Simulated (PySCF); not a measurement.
C3H6GeO, SMILES [GeH2]1[C](=C[O]1)C. Coordinates come from a PBE-D3(BJ)/def2-SVP optimisation. This is a generated structure with no PubChem entry under its InChIKey; it may be hypothetical.

Calculation: PBE-D3(BJ)/def2-SVP in PySCF 2.14.0.

Harmonic wavenumbers (cm⁻¹): 147, 229, 240, 306, 456, 501, 519, 560, 642, 685, 845, 890, 956, 1000, 1112, 1152, 1239, 1346, 1392, 1412, 1619, 2065, 2083, 2944, 3011, 3037, 3059. Rotational constants (GHz): 5.725, 2.799, 1.951; symmetry number 1.

### Question
Work out the zero-point energy and the ideal-gas rigid-rotor harmonic-oscillator thermochemistry at 298.15 K and 1 atm.

### Answer
ZPE = ½ Σ hcν = ½ × 33446 cm⁻¹ = 200.05 kJ/mol. H − E(el) = 219.16 kJ/mol. Entropy in J/(mol K): translation 169.52, rotation 111.85, vibration 49.35, total 330.72. G − E(el) = 120.55 kJ/mol. Cp = 103.80 J/(mol K). Modes under 150 cm⁻¹ make the vibrational entropy uncertain.
